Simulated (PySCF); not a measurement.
# Exercise with solution: dipole moment from atomic charges

Au2H2S2Si, SMILES [Au][S][SiH2][S][Au], multiplicity 1. Atoms are numbered in the order given.

```xyz
7

Au    -0.0008    -0.2417    -3.3682
S     -0.0003     1.2944    -1.6589
Si     0.0077    -0.0937     0.0000
S     -0.0003     1.2944     1.6589
Au    -0.0008    -0.2417     3.3682
H     -1.1956    -0.9691     0.0000
H      1.2213    -0.9549     0.0000
```

Geometry: B3LYP-D3(BJ)/def2-SVP. The spin state was assumed, not searched. The def2 effective core potentials stand for the cores of Au; spin–orbit coupling is left out. One conformer was computed; it need not be the lowest.

Charges (e) from PBE/def2-TZVP (PySCF):

| atom | Mulliken | ESP fit |
|---|---|---|
| Au1 | 0.217 | 0.240 |
| S2 | -0.311 | -0.218 |
| Si3 | 0.216 | 0.012 |
| S4 | -0.311 | -0.218 |
| Au5 | 0.217 | 0.240 |
| H6 | -0.013 | -0.028 |
| H7 | -0.013 | -0.027 |

The dipole moment of the full density is 3.35 D.

Problem. What dipole moment does each set of point charges give, and which comes closer to that of the density?

Solution. 
μ = Σ q r, and 1 e Å = 4.8032 D.
Mulliken: Σ q r = (0.001, -0.905, 0.000) e Å, |μ| = 4.35 D.
ESP fit: Σ q r = (0.000, -0.629, 0.000) e Å, |μ| = 3.02 D.
ESP fit comes closer in size. Point charges leave out the atoms' own dipoles (lone pairs, polarised bonds); fits to the potential absorb them, partitions of the density don't.
